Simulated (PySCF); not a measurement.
**Electron correlation in Cl+ (chlorine, charge +1)**

[Ne] 3s1 3p5, high-spin 3P determinant (an excited configuration). All numbers are calculated (PySCF 2.14, scalar relativity by spin-free X2C-1e, in x2c-TZVPPall). Frozen: 1s2; 14 electrons correlated.

| level | correlation energy (mhartree) |
| --- | --- |
| CCSD | -391.48 |
| (T) | -21.32 |
| CCSD(T) | -412.80 |

Diagnostics: T1 = 0.012, D1 = 0.0380, largest double amplitude 0.191.

Question: Is a single reference adequate?

Answer: Not fully. A double-excitation amplitude exceeds 0.15, a sign of near-degeneracy.

This basis was not built for core-valence correlation, so the inner-shell part is incomplete.
